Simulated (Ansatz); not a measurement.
Level of theory: frozen-core CCSD(T)/cc-pVDZ // PBE0-D3(BJ)/def2-SVP (Ansatz, an electronic-structure program). The restricted HF reference is unstable towards unrestricted orbitals.

Ansatz 0.2 input:
```yaml
crystal:
  periodic: [false, false, false]
  atoms:
    - { symbol: B, position_ang: [3.720198, 0.76953, 0.081758] }
    - { symbol: C, position_ang: [2.318383, 0.167467, 0.049951] }
    - { symbol: C, position_ang: [1.115706, 0.846884, 0.025783] }
    - { symbol: C, position_ang: [-0.024196, -0.001569, -0.000604] }
    - { symbol: C, position_ang: [-1.402455, 0.351446, -0.029215] }
    - { symbol: C, position_ang: [-1.792245, 1.722859, -0.034259] }
    - { symbol: C, position_ang: [-2.11383, 2.893076, -0.038275] }
    - { symbol: C, position_ang: [-2.349874, -0.66937, -0.051912] }
    - { symbol: C, position_ang: [-1.960718, -2.01938, -0.046846] }
    - { symbol: C, position_ang: [-0.625105, -2.386996, -0.019151] }
    - { symbol: C, position_ang: [0.34184, -1.37315, 0.003948] }
    - { symbol: S, position_ang: [2.058077, -1.562473, 0.040298] }
    - { symbol: H, position_ang: [4.701787, 0.065745, 0.101215] }
    - { symbol: H, position_ang: [3.834247, 1.972453, 0.086762] }
    - { symbol: H, position_ang: [1.054711, 1.936223, 0.027092] }
    - { symbol: H, position_ang: [-2.404135, 3.927538, -0.0421] }
    - { symbol: H, position_ang: [-3.408915, -0.407803, -0.073923] }
    - { symbol: H, position_ang: [-2.730847, -2.793769, -0.065124] }
    - { symbol: H, position_ang: [-0.332628, -3.438713, -0.015398] }
basis:
  gaussian: { orbitals: cc-pVDZ }
correlation:
  method: ccsd_t
```

Output:

```
Functional definition: HF
1951 factors; integrals over basis functions are off by at most 1.2e-3 eV
mean field evaluation 1: about -21897.4793 eV, gradient 3.8e1 eV
mean field evaluation 2: about -21898.0503 eV, gradient 3.8e1 eV
mean field evaluation 4: about -21903.2237 eV, gradient 6.3e0 eV
mean field evaluation 8: about -21903.3632 eV, gradient 5.3e-1 eV
mean field evaluation 16: about -21903.3657 eV, gradient 2.4e-6 eV
mean field -21903.36574021 eV, -804.9338443182 hartree, gradient 2.4e-6 eV, S^2 0.000000; 0 other end points of the search recorded, 0 dependent functions left out; unrestricted orbitals would lower it
16 core orbitals not correlated
reference -21903.36574021 eV, -804.9338443182 hartree; 28, 28 occupied and 163, 163 virtual orbitals, 1951 factors
second order -40.71472775 eV of doubles, -0.00000000 eV of singles
cycle   1  -40.55232482 eV  change    1.6e-1 eV  update   1.8e-1
cycle   2  -41.85579544 eV  change    -1.3e0 eV  update   5.8e-2
cycle   3  -42.16195166 eV  change   -3.1e-1 eV  update   2.7e-2
cycle   4  -42.16749337 eV  change   -5.5e-3 eV  update   8.7e-3
cycle   5  -42.17134493 eV  change   -3.9e-3 eV  update   5.1e-3
cycle   6  -42.17384117 eV  change   -2.5e-3 eV  update   1.9e-3
cycle   7  -42.17288854 eV  change    9.5e-4 eV  update   1.1e-3
cycle   8  -42.17269582 eV  change    1.9e-4 eV  update   5.0e-4
cycle   9  -42.17273147 eV  change   -3.6e-5 eV  update   2.3e-4
cycle  10  -42.17263469 eV  change    9.7e-5 eV  update   7.5e-5
cycle  11  -42.17257544 eV  change    5.9e-5 eV  update   3.4e-5
perturbative correction -2.06214182 eV, -0.0757823142 hartree
Total energy: -21947.60045747 eV, -806.5594401943 hartree
```

Cost: roughly 15 core-minutes.
